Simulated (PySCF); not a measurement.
CHF2O3S, SMILES O=S(=O)(O)[C](F)F, multiplicity 2. Atoms are numbered in the order given.

```xyz
8

O     -1.3311     0.0993    -1.2764
S     -0.7071     0.0793     0.0382
O     -1.2832    -0.5202     1.2217
O     -0.3079     1.6209     0.4358
C      0.9277    -0.6837    -0.1836
F      1.6296    -0.8365     0.9178
F      1.6436    -0.1540    -1.1591
H     -0.3335     2.1479    -0.3867
```
Charge 0, spin multiplicity 2.

Geometry: TPSSh-D3(BJ)/def2-SVP. The isomer is the one that the SMILES or the coordinates give; other isomers of the formula were not compared. One conformer was computed; it need not be the lowest.

All values below come from PBE/def2-TZVP in PySCF.

Gas-phase values at a fixed geometry.

**Question.** Estimate the frontier levels, dipole moment and polarisability. (Estimate from the structure and the level; the computed values follow.)

**Answer.** 
```json
{
 "α spin, highest occupied and lowest empty level": "-6.32 and -0.95 eV",
 "β spin, highest occupied and lowest empty level": "-8.29 and -4.42 eV",
 "dipole_moment": "2.63 D",
 "quadrupole, principal values (traceless, Buckingham form, about the centre of nuclear charge)": "-5.90, -3.38, 9.28 D·Å",
 "mean_static_polarisability": "44.4 bohr³ (6.58 Å³)",
 "polarisability_principal_values": "39.6, 46.2, 47.5 bohr³",
 "⟨S²⟩": "0.752 (pure state 0.75)"
}
```
